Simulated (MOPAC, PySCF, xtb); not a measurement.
Dimer: NH3 (SMILES N) (first 4 atoms) with CH4O (SMILES CO); geometry from B3LYP-D3(BJ)/def2-TZVP, rigid monomers moved along the line of their centres of mass till N1···H10 is 2.70 Å.
(charge 0, multiplicity 1):
```tsv
atom	x (Å)	y (Å)	z (Å)
N	0.0224	-0.1236	0.0761
H	-0.3449	-0.9589	-0.3657
H	-0.3594	0.6772	-0.4145
H	1.0265	-0.1189	-0.0626
C	0.2485	0.0392	4.4477
O	-0.9032	-0.0303	3.6365
H	0.9051	-0.8325	4.3216
H	-0.0774	0.0647	5.4885
H	0.8425	0.9437	4.2584
H	-0.6192	-0.0528	2.7024
```

Interaction energies are E(AB) − E(A) − E(B) at the monomers' geometry in the complex; basis-set methods are counterpoise corrected. Rows marked so take none.

Rows in 3-21G, 6-31G* carry no dispersion term and start afresh at each structure (6-31G* with six Cartesian d functions). The state that AM1 reach isn't checked.

The values were computed with MOPAC for AM1 (differences of heats of formation); PySCF for 3-21G rows, 6-31G* rows; xtb for the GFN methods. Values without a source in brackets are computed.

**Question.** One of these levels gives -4.62 kcal/mol for the interaction energy. Which?
A) B3LYP/3-21G (no counterpoise)
B) GFN-FF
C) AM1
D) BP86/6-31G* (no counterpoise)

**Answer.** B, GFN-FF. The others give -1.57 (AM1), -5.14 (BP86/6-31G* (no counterpoise)), -7.61 (B3LYP/3-21G (no counterpoise))
